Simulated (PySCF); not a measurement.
Cartesian coordinates (Å):
SMILES: C1=C[SiH2][SiH2]1
```xyz
10

C     -0.7867     1.0042     0.1283
C      0.5011     1.0538     0.5311
Si     1.2120    -0.6460     0.1285
Si    -1.0208    -0.7320    -0.5700
H     -1.4730     1.8421     0.2263
H      0.9490     1.9354     0.9839
H      1.6632    -1.4364     1.3016
H      2.3119    -0.6511    -0.8688
H     -2.0027    -1.5776     0.1547
H     -1.3540    -0.7923    -2.0156
```
Charge 0, spin multiplicity 1.

### Question
What is the computed dipole moment, LUMO, HOMO–LUMO gap, HOMO and total energy (PySCF 2.14.0 with PBE-D3(BJ)/def2-TZVP // B3LYP-D3(BJ)/def2-TZVP)?

### Answer

dipole moment: 0.65 D
LUMO: -1.76 eV
HOMO–LUMO gap: 4.85 eV
HOMO: -6.62 eV
total energy: -658.4013 Ha
